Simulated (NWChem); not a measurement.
Species: SiCl cation, singlet

Computed with NWChem. Pople sets run with spherical d functions. Low-valent species are run as closed-shell singlets; no triplet was tried in these runs. Coordinates come from a B3LYP/6-31G* (spherical d) optimisation. Static field.

**Question.** Order these runs by computing time, cheapest first, and give rough ratios: PBE/def2-SVP; PBE/Sadlej pVTZ; PBE/aug-cc-pVTZ.

**Answer.** PBE/def2-SVP (1), PBE/Sadlej pVTZ (5), PBE/aug-cc-pVTZ (40). Ratios are rough, from one shared machine; the cheapest took around 3 core-seconds (rough). What differs between the cheapest and the dearest: isotropic polarisability (bohr³) 27.5 → 32.5; anisotropy (bohr³) 19.7 → 16.7.
